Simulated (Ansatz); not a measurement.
CH7AlSn, SMILES `[CH3][SnH2][AlH2]`, relaxed with RKS PBE-D4/def2-SVP in Ansatz from a rough embedded geometry. The force threshold is 0.03 eV/Å; the program also tests the step.

The species carries charge 0 and has multiplicity 1. Sn takes the def2 core potential.

Start:

```xyz
10

C     1.703   -0.177    0.016
Sn   -0.147    0.052   -0.901
Al   -1.968    0.225    0.968
H     2.490   -0.311   -0.758
H     1.971    0.675    0.669
H     1.768   -1.137    0.648
H    -0.172    1.501   -1.858
H    -0.503   -1.363   -1.933
H    -1.947    1.385    2.103
H    -3.195   -0.849    1.046
```

```tsv
step	energy (eV)	largest force (eV/Å)	largest move (Å)
1	-13569.7621	2.246	0.000
2	-13569.9013	0.650	0.190
3	-13569.9440	0.285	0.072
4	-13569.9479	0.104	0.021
5	-13569.9487	0.009	0.016
```

End:

```xyz
10

C     1.796   -0.210    0.006
Sn   -0.198    0.020   -0.861
Al   -2.095    0.226    1.009
H     2.544   -0.265   -0.808
H     2.025    0.656    0.656
H     1.843   -1.139    0.606
H    -0.140    1.443   -1.861
H    -0.444   -1.312   -1.948
H    -2.013    1.393    2.109
H    -3.317   -0.811    1.092
```

It took 9.5 s on 2 threads of an Arm Neoverse V1 on a shared host, with 0.13 GiB of host memory at the peak.
